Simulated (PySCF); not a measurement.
Exact mass, isotope pattern and composition

Species: calcium 3-(trifluoromethyl)phenoxide (`FC(F)(F)c1cccc([O][Ca])c1`) [radical].

Calculated from tabulated atomic weights, isotope masses and abundances; no fragmentation.

Question: Molar mass and exact mass?

Answer: For C7H4CaF3O, with standard atomic weights, 3 × 18.998 + 7 × 12.011 + 1 × 15.999 + 1 × 40.078 + 4 × 1.008 = 201.180 g/mol. From the most abundant isotopes (19F, 12C, 16O, 40Ca, 1H), 3 × 18.998403 + 7 × 12.000000 + 1 × 15.994915 + 1 × 39.962591 + 4 × 1.007825 = 200.9840 u.

Question: Give the isotope pattern of the singly charged cation M+, merging species of the same nominal mass.

Answer: 
| nominal mass | m/z (centroid) | relative intensity |
| --- | --- | --- |
| 201 | 200.9835 | 100.0 |
| 202 | 201.9868 | 7.7 |
| 203 | 202.9834 | 1.1 |
| 204 | 203.9816 | 0.2 |
| 205 | 204.9764 | 2.2 |
| 206 | 205.9798 | 0.2 |
| 209 | 208.9734 | 0.2 |

Cut off at 0.1 %. One electron mass, 0.00055 u, is taken off. Abundances used (%; other tables differ somewhat): 12C 98.93, 13C 1.07; 16O 99.757, 17O 0.038, 18O 0.205; 40Ca 96.941, 42Ca 0.647, 43Ca 0.135, 44Ca 2.086, 46Ca 0.004, 48Ca 0.187; 1H 99.9885, 2H 0.0115.

Question: What resolving power m/Δm just matches the spacing of the species with one 42Ca and with one 18O?

Answer: They lie 0.00822 u apart at mass 202.98, so m/Δm is about 25000.

Question: Count the protons, neutrons and electrons of the monoisotopic species, and give its exact less its nominal mass.

Answer: 101 protons, 100 neutrons and 101 electrons; 200.9840 − 201 = -0.0160 u.

Question: Which singly substituted isotopologues are there?

Answer: Intensity in % of the monoisotopic species:

| isotope | mass shift (u) | m/z | intensity (%) |
| --- | --- | --- | --- |
| 13C | +1.00335 | 201.9868 | 7.57 |
| 17O | +1.00422 | 201.9877 | 0.04 |
| 2H | +1.00628 | 201.9897 | 0.05 |
| 42Ca | +1.99603 | 202.9795 | 0.67 |
| 18O | +2.00425 | 202.9877 | 0.21 |
| 43Ca | +2.99618 | 203.9796 | 0.14 |
| 44Ca | +3.99289 | 204.9764 | 2.15 |
| 48Ca | +7.98994 | 208.9734 | 0.19 |

Species under 0.02 % are left out.

Question: What share of all molecules is the monoisotopic species?

Answer: 1^3 × 0.9893^7 × 0.99757 × 0.96941 × 0.999885^4 = 89.65 %.

Question: Give the mass fraction of each element.

Answer: F 28.33 %, C 41.79 %, O 7.95 %, Ca 19.92 %, H 2.00 %.
